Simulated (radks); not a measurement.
Q: The mean radii <r> (bohr) of the occupied orbitals of an atom or ion are listed with their occupations. All-electron calculation, Dirac Kohn-Sham, PBE, spin-unpolarised, spherical densities, point nucleus. Program: a radial shooting solver on a logarithmic mesh with Libxc functionals.

orbital     occ.      <r>
1s1/2          2  0.01834
2s1/2          2  0.07693
2p1/2          2  0.06365
2p3/2          4  0.07161
3s1/2          2   0.2005
3p1/2          2   0.1905
3p3/2          4   0.2053
3d3/2          4   0.1796
3d5/2          6   0.1842
4s1/2          2   0.4494
4p1/2          2   0.4545
4p3/2          4   0.4877
4d3/2          4   0.5042
4d5/2          6   0.5154
5s1/2          2    1.024
5p1/2    1.33333    1.099
4f5/2          6   0.5860
4f7/2          8   0.5939
5p3/2    2.66667    1.172

Name the element and its charge. Open shells, if any, are shared by 2j + 1.

A: Z = 74, tungsten, charge +8: W8+ in [Kr] 4d10 4f14 5s2 5p4. The 1s radius gives Z: for a bare nucleus <r> = (2 gamma + 1)/(2Z) with gamma = sqrt(1 - (Z/c)^2), 0.01813 bohr for Z = 74, and screening makes it slightly larger (0.01834 here). The occupations add up to 66, and the charge is Z minus that.
